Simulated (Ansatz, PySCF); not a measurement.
Species: sum formula HSiO, net charge 1, singlet state. 
Structure (B3LYP-D3(BJ)/def2-TZVP (Ansatz, a program for electronic structure) minimum search):
```xyz
3

O      0.0000     0.0000    -1.0356
Si     0.0000     0.0000     0.4536
H      0.0000     0.0000     1.9347
```
Charge +1, spin multiplicity 1.

Total electronic energies in hartree. Cores are frozen in the correlated levels unless marked. Spin-orbit coupling is left out. No relativistic terms. Basis-set limits of correlation are two-point, X^-3; Hartree-Fock from the larger set (for Q and 5 zeta extrapolated as (X+1)exp(-9√X)).

The T1 diagnostic of CCSD in the largest basis is 0.029, which is high, so the coupled-cluster rows are less sure than usual.

| level | program | energy (Eh) |
|---|---|---|
| HF/6-31G | Ansatz | -363.89172 |
| HF/aug-cc-pV(D+d)Z | Ansatz | -364.01624 |
| HF/cc-pV(D+d)Z | Ansatz | -364.00808 |
| HF/def2-TZVPP | Ansatz | -364.04851 |
| BP86-D3(BJ)/def2-TZVPD | PySCF + dftd3 | -365.01014 |
| TPSS-D4/def2-TZVPD | PySCF + dftd4 | -365.01138 |
| B3LYP-D3(BJ)/def2-TZVPD | Ansatz + dftd3 | -364.99825 |
| PBE0/6-31G* | Ansatz | -364.70243 |
| M06-2X/def2-TZVPD | PySCF | -364.92098 |
| RPA@PBE/cc-pV(T+d)Z | Ansatz | -364.56079 |
| MP2/def2-TZVPPD | Ansatz | -364.39118 |
| MP2/cc-pV(5+d)Z | Ansatz | -364.43846 |
| CCSD/def2-TZVPP | Ansatz | -364.38860 |
| CCSD/def2-QZVPPD | Ansatz | -364.42214 |
| CCSD(T)/CBS(cc-pV(Q+d)Z,cc-pV(5+d)Z) | Ansatz | -364.4608 |

Totals of different functionals don't rank their quality; only differences between species are comparable.
